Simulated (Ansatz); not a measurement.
Frontier orbitals of `[ZnH+]`.

```xyz
2

Zn    0.499   -0.581    0.047
H    -0.499    0.581   -0.047
```

Charge 1, multiplicity 1. For Zn the d shell is correlated and the shells below it are frozen. Scalar relativity is left out up to krypton. The geometry is a stationary point of PBE0-D4/def2-TZVP. Basis def2-TZVPP, Ansatz.

```
functional  HOMO (eV)  LUMO (eV)  gap (eV)
       PBE     -15.67     -11.23      4.44
      PBE0     -16.59     -10.17      6.42
   r2SCANh     -16.13     -10.47      5.66
   ωB97M-V     -18.80      -8.23     10.57
```

Against PBE, PBE0 changes HOMO and LUMO by −0.92 and +1.06 eV, ωB97M-V by −3.14 and +3.01 eV. A gap of 4.43 eV thus becomes 10.58 eV for the same molecule, so an orbital gap means little without its functional.
